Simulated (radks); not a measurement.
H, configuration 1s1. Method: non-relativistic Kohn-Sham, PBE, spin-unpolarised, spherical densities, point nucleus; without spin polarisation the odd electron is poorly described; hard spherical wall at 10 bohr; computed with a radial shooting solver on a logarithmic mesh with Libxc functionals. Some entries of the table are withheld. Estimate them.

orbital,occ.,eigenvalue (Ry),<r^2> (bohr^2),r(max) (bohr)
1s,1,(1),(2),1.027
2s,0,0.08308,33.16,(3)
2p,0,0.09173,(4),(5)

Answer. 
(1) 1s eigenvalue (Ry): -0.47707
(2) 1s <r^2> (bohr^2): 3.656
(3) 2s r(max) (bohr): 5.587
(4) 2p <r^2> (bohr^2): 28.84
(5) 2p r(max) (bohr): 4.948
